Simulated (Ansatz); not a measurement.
Consider the formal loss of a carbene: `C[O+](C)[GaH3-]` → `[CH2]` (triplet) + `C[OH+][GaH3-]`.

Calculated with Ansatz (gas phase, PBE0-D4/def2-TZVP geometries, no zero-point term in ΔE). CBS: MP2 limit from def2 TZ/QZ plus the TZ coupled-cluster correction, frozen cores. This one scheme is used for every species. DFT in def2-TZVPP. B3LYP here is the variant with VWN-RPA as its local correlation; programs differ in this. Triplets are unrestricted, without spin–orbit coupling. For Ga outer-core shells are correlated without core-valence functions, which leaves a few kJ/mol of doubt a bond. Scalar relativity is left out up to krypton.

```
             level  ΔE (kJ/mol)  difference from CCSD(T)/CBS
           BLYP-D4        400.6                         -2.4
        r2SCANh-D4        378.1                        -24.9
           ωB97X-V        415.8                         12.8
           ωB97M-V        405.1                          2.1
            B2PLYP        393.6                         -9.4
               PBE        399.8                         -3.2
            r2SCAN        378.2                        -24.8
             B3LYP        386.1                        -16.9
           r2SCANh        375.8                        -27.2
         CAM-B3LYP        396.7                         -6.3
RPA@PBE/def2-TZVPP        391.6                        -11.4
     CCSD/def2-SVP        380.9                        -22.1
     HF/def2-TZVPP        258.4                       -144.6
    MP2/def2-TZVPP        403.3                          0.3
SCS-MP2/def2-TZVPP        406.6                          3.6
     MP2/CBS(def2)        412.7                          9.7
       CCSD(T)/CBS        403.0                            0
```

Largest T1 diagnostic among the species: 0.012.

From r2SCAN to r2SCAN0 (25 % exact exchange), in def2-TZVPP and without D4, ΔE moves by −5.7 kJ/mol. Leaving LDA and LC-ωPBE aside and taking each functional with its dispersion term where it has one, the values, not all of them listed here, spread over 40.8 kJ/mol, from r2SCAN0-D4 to ωB97X-V. LDA lies +76.9 kJ/mol from PBE without D4. In def2-TZVPP, CCSD(T) changes the Hartree–Fock value by +135.3 kJ/mol (the triples alone add +11.6 kJ/mol) and MP2 by +144.9 kJ/mol.
